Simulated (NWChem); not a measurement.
The numbers come from NWChem runs, not from measurements. System: AlBrF2, charge 0, spin multiplicity 1, at a geometry optimised with PBE/def2-SVP. The structure started from a generated list of species. Level: PBE0/aug-pcseg-1.

Job file:

```
start mol
memory heap 200 mb stack 900 mb global 1100 mb
geometry units angstroms nocenter noautoz
  Al     0.000000     0.000000     0.952465
  F     -1.429467     0.000000     1.801789
  F      1.429467     0.000000     1.801789
  Br     0.000000     0.000000    -1.280407
  symmetry group C2v
end
basis spherical
  * library aug-pcseg-1
end
dft
  xc pbe0
  semidirect memsize 60000000 filesize 0
  iterations 100
end
task dft energy
```

Part of the output:

```
             Northwest Computational Chemistry Package (NWChem) 7.3.0
             --------------------------------------------------------

                                NWChem Input Module
                                -------------------

 Scaling coordinates for geometry "geometry" by  1.889725989
 (inverse scale =  0.529177249)

 Turning off AUTOSYM since
 SYMMETRY directive was detected!

                             Geometry "geometry" -> ""
                             -------------------------

 Output coordinates in angstroms (scale by  1.889725989 to convert to a.u.)

  No.       Tag          Charge          X              Y              Z
 ---- ---------------- ---------- -------------- -------------- --------------
    1 Al                  13.0000     0.00000000     0.00000000     0.95246500
    2 F                    9.0000    -1.42946700     0.00000000     1.80178900
    3 F                    9.0000     1.42946700     0.00000000     1.80178900
    4 Br                  35.0000     0.00000000     0.00000000    -1.28040700

 Effective nuclear repulsion energy (a.u.)     295.4209759598

            Nuclear Dipole moment (a.u.)
            ----------------------------
        X                 Y               Z
 ---------------- ---------------- ----------------
     0.0000000000     0.0000000000     0.0000037795

      Symmetry information
      --------------------

 Group name             C2v
 Group number             16
 Group order               4
 No. of unique centers     3

      Symmetry unique atoms

     1    2    4


 Summary of "ao basis" -> "" (spherical)
 ------------------------------------------------------------------------------
       Tag                 Description            Shells   Functions and Types
 ---------------- ------------------------------  ------  ---------------------
 *                        aug-pcseg-1                 on all atoms

                                 NWChem DFT Module
                                 -----------------

 Summary of "ao basis" -> "ao basis" (spherical)
 ------------------------------------------------------------------------------
       Tag                 Description            Shells   Functions and Types
 ---------------- ------------------------------  ------  ---------------------
 Al                       aug-pcseg-1               11       27   5s4p2d
 F                        aug-pcseg-1                9       23   4s3p2d
 Br                       aug-pcseg-1               14       36   6s5p3d

 Summary of "ao basis" -> "ao basis" (spherical)
 ------------------------------------------------------------------------------
       Tag                 Description            Shells   Functions and Types
 ---------------- ------------------------------  ------  ---------------------
 Al                       aug-pcseg-1               11       27   5s4p2d
 F                        aug-pcseg-1                9       23   4s3p2d
 Br                       aug-pcseg-1               14       36   6s5p3d

      Symmetry analysis of basis
      --------------------------

        a1         46
        a2         12
        b1         30
        b2         21

            General Information
            -------------------
          SCF calculation type: DFT
          Wavefunction type:  closed shell.
          No. of atoms     :     4
          No. of electrons :    66
           Alpha electrons :    33
            Beta electrons :    33
          Charge           :     0
[...]
 d= 0,ls=0.0,diis     4  -3015.5479586575 -7.20D-04  5.04D-04  2.27D-03     2.5
 d= 0,ls=0.0,diis     5  -3015.5483248520 -3.66D-04  1.06D-04  6.75D-05     2.6
  Resetting Diis
 d= 0,ls=0.0,diis     6  -3015.5483359397 -1.11D-05  1.45D-05  1.74D-06     2.8
 d= 0,ls=0.0,diis     7  -3015.5483361446 -2.05D-07  4.72D-06  5.59D-08     2.9

         Total DFT energy =    -3015.548336144643
      One electron energy =    -4787.156380065431
           Coulomb energy =     1606.601475944603
    Exchange-Corr. energy =     -130.414407983627
 Nuclear repulsion energy =      295.420975959812

 Numeric. integr. density =       66.000000269310

     Total iterative time =      2.0s

                  Occupations of the irreducible representations
                  ----------------------------------------------

                     irrep           alpha         beta
                     --------     --------     --------
                     a1               16.0         16.0
                     a2                2.0          2.0
                     b1                9.0          9.0
                     b2                6.0          6.0

                       DFT Final Molecular Orbital Analysis
                       ------------------------------------

 Vector   31  Occ=2.000000D+00  E=-4.127195D-01  Symmetry=a1
              MO Center=  3.6D-15, -2.5D-16, -5.7D-01, r^2= 3.1D+00
   Bfn.  Coefficient  Atom+Function         Bfn.  Coefficient  Atom+Function
  ----- ------------  ---------------      ----- ------------  ---------------
    91      0.447184  4 Br pz                88      0.440294  4 Br pz
    85     -0.303013  4 Br pz                79      0.237507  4 Br s
    11     -0.235671  1 Al pz                 4     -0.215617  1 Al s
    34      0.214034  2 F  pz                57      0.214034  3 F  pz
     3      0.200893  1 Al s                 77     -0.149798  4 Br s

 Vector   32  Occ=2.000000D+00  E=-3.517144D-01  Symmetry=b2
              MO Center= -2.4D-15,  3.7D-15, -1.1D+00, r^2= 1.7D+00
   Bfn.  Coefficient  Atom+Function         Bfn.  Coefficient  Atom+Function
  ----- ------------  ---------------      ----- ------------  ---------------
    90      0.589198  4 Br py                87      0.515664  4 Br py
    84     -0.352218  4 Br py                81      0.115027  4 Br py
    10      0.105816  1 Al py                33     -0.052799  2 F  py
    56     -0.052799  3 F  py                93      0.043977  4 Br py
    19     -0.041015  1 Al d -1              36     -0.039728  2 F  py

 Vector   33  Occ=2.000000D+00  E=-3.449006D-01  Symmetry=b1
              MO Center=  4.0D-16, -2.4D-16, -1.1D+00, r^2= 1.8D+00
   Bfn.  Coefficient  Atom+Function         Bfn.  Coefficient  Atom+Function
  ----- ------------  ---------------      ----- ------------  ---------------
    89      0.594874  4 Br px                86      0.523645  4 Br px
    83     -0.356309  4 Br px                80      0.116325  4 Br px
    34     -0.082182  2 F  pz                57      0.082182  3 F  pz
     9      0.060348  1 Al px                37     -0.060519  2 F  pz
    60      0.060519  3 F  pz                92      0.059865  4 Br px

 Vector   34  Occ=0.000000D+00  E=-6.872940D-02  Symmetry=a1
              MO Center= -6.9D-14, -5.3D-16,  6.2D-01, r^2= 5.7D+00
   Bfn.  Coefficient  Atom+Function         Bfn.  Coefficient  Atom+Function
  ----- ------------  ---------------      ----- ------------  ---------------
     4      1.528896  1 Al s                  3      0.442044  1 Al s
    79     -0.435032  4 Br s                 91     -0.374345  4 Br pz
    94     -0.316580  4 Br pz                 5      0.302921  1 Al s
    78     -0.290322  4 Br s                  2     -0.278845  1 Al s
    31     -0.263678  2 F  s                 54     -0.263678  3 F  s

 Vector   35  Occ=0.000000D+00  E=-3.457562D-02  Symmetry=b2
              MO Center= -1.6D-14, -2.6D-14,  6.6D-01, r^2= 4.9D+00
   Bfn.  Coefficient  Atom+Function         Bfn.  Coefficient  Atom+Function
  ----- ------------  ---------------      ----- ------------  ---------------
    13      0.684491  1 Al py                10      0.657587  1 Al py
    90     -0.235344  4 Br py                93     -0.215500  4 Br py
     7     -0.195677  1 Al py                87     -0.172792  4 Br py
    33     -0.164505  2 F  py                56     -0.164505  3 F  py
    36     -0.139128  2 F  py                59     -0.139128  3 F  py

 Vector   36  Occ=0.000000D+00  E= 1.191813D-02  Symmetry=a1
              MO Center= -7.3D-11,  7.2D-14, -4.7D-01, r^2= 2.5D+01
   Bfn.  Coefficient  Atom+Function         Bfn.  Coefficient  Atom+Function
  ----- ------------  ---------------      ----- ------------  ---------------
    17      1.046460  1 Al pz                79      0.991133  4 Br s
     5     -0.742375  1 Al s                 14      0.525945  1 Al pz
    25     -0.298533  1 Al d  0              94      0.251935  4 Br pz
    77      0.164069  4 Br s                  4     -0.148794  1 Al s
    78      0.132528  4 Br s                 76     -0.108419  4 Br s

 center of mass
 --------------
 x =   0.00000000 y =   0.00000000 z =  -0.10648127

 moments of inertia (a.u.)
 ------------------
         994.149547231589           0.000000000000           0.000000000000
           0.000000000000        1271.413213888841           0.000000000000
           0.000000000000           0.000000000000         277.263666657252

     Multipole analysis of the density
     ---------------------------------

     L   x y z        total         alpha         beta         nuclear
     -   - - -        -----         -----         ----         -------
     0   0 0 0     -0.000000    -33.000000    -33.000000     66.000000

     1   1 0 0     -0.000000     -0.000000     -0.000000      0.000000
     1   0 1 0      0.000000      0.000000      0.000000      0.000000
     1   0 0 1     -0.330866     -0.165435     -0.165435      0.000004

     2   2 0 0    -33.864639    -82.605561    -82.605561    131.346482
     2   1 1 0     -0.000000     -0.000000     -0.000000      0.000000
     2   1 0 1      0.000000      0.000000      0.000000      0.000000
     2   0 2 0    -26.954948    -13.477474    -13.477474      0.000000
     2   0 1 1      0.000000      0.000000      0.000000      0.000000
     2   0 0 2    -32.348176   -244.025707   -244.025707    455.703239

 Task  times  cpu:        2.9s     wall:        2.9s

 Total times  cpu:        2.9s     wall:        2.9s
```
